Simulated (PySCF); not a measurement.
Vertical excitations of a molecule CH6O2Si2 from TDA-PBE/def2-SVPD (PySCF 2.14.0), as energy in eV (oscillator strength): 5.51 (0.015), 5.67 (0.006), 5.74 (0.026), 5.93 (0.010), 5.97 (0.024), 6.07 (0.030), 6.24 (0.064), 6.31 (0.017), 6.36 (0.009), 6.48 (0.095). Lowest triplet (TDA): 4.83 eV. Coordinates come from a ωB97X-D3(BJ)/def2-SVP optimisation. One conformer was computed; it need not be the lowest.

Q: Pick the molecule that these values belong to.
(A) OC1[SiH2]O[SiH2]1
(B) O[Si@H]1OC[SiH2]1
(C) O=C[Si@@H](O)[SiH3]
(D) O=C[SiH2][SiH2]O

A: B, O[Si@H]1OC[SiH2]1
